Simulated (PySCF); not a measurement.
BH₂N, SMILES B=N. Atoms are numbered in the order given.

```xyz
4

B      0.0000     0.0000     0.6923
N      0.0000     0.0000    -0.5410
H      0.0000     0.0000     1.8591
H      0.0000     0.0000    -1.5332
```

Geometry optimised at B3LYP-D3(BJ)/def2-TZVPD.

Two levels are set side by side: PBE/pcSseg-2 (PySCF) and PBE0/pcSseg-2 (PySCF). GIAO shifts against BF3 (¹¹B), NH3 (¹⁵N), TMS (¹H) at the same level; non-relativistic, no solvent, atoms listed together averaged. Differences are taken from unrounded values.

```csv
quantity,PBE0,PBE,PBE minus PBE0
δ(¹¹B) of B1 (ppm),-15.6,-19.6,-4.0
δ(¹⁵N) of N2 (ppm),105.1,108.9,3.7
δ(¹H) of H3 (ppm),1.72,1.54,-0.18
δ(¹H) of H4 (ppm),1.36,1.26,-0.10
```

Rough cost on one machine, each run with all the roots and properties that it gave: PBE0 against PBE within a factor of 2.
